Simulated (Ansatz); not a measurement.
The cluster LiAl₃⁺, relaxed as a doublet with UKS r2SCAN-D4/def2-TZVP in Ansatz, starting from the GFN2-xTB geometry. Force threshold 0.02 eV/Å.

The structure comes from a short search, and lower isomers may exist.

Start:

Cartesian coordinates in Å:
```
Li 1.3354 0.5250 0.7026
Al -0.9986 -0.3975 -0.5048
Al -0.7916 -1.0614 1.9904
Al 0.4547 0.9339 -2.1882
```

```csv
step,energy (eV),largest force component (eV/Å),SCF passes
1,-19985.2005,0.227,65
2,-19985.2406,0.041,44
3,-19985.2490,0.014,39
4,-19985.2494,0.009,42
5,-19985.2495,0.004,33
6,-19985.2495,0.005,35
7,-19985.2498,0.006,41
8,-19985.2510,0.017,41
9,-19985.2562,0.042,41
10,-19985.2745,0.127,44
11,-19985.3291,0.211,48
12,-19985.4424,0.198,51
13,-19985.6365,0.388,46
14,-19985.9448,0.653,63
15,-19986.2779,0.435,39
16,-19986.3351,0.591,39
17,-19986.3970,0.057,37
18,-19986.3987,0.014,29
```

Force components are those of the run's own axes.

End:

```xyz
4

Li    1.0970    1.3502    0.9988
Al   -1.5219    0.4368   -0.2622
Al   -0.1273   -1.4256    0.7288
Al    0.5521   -0.3614   -1.4654
```

Bonds formed: Al3–Al4 (atoms count from 1). The end is the same structure that another start reached, the lowest one found.

The force fell under the threshold at step 3, but the optimiser went on and released 1.150 eV more. No frequencies were taken in this run, so the end may be a saddle point.

It took 19 s on 4 threads of AMD EPYC 9R45 on a shared host.
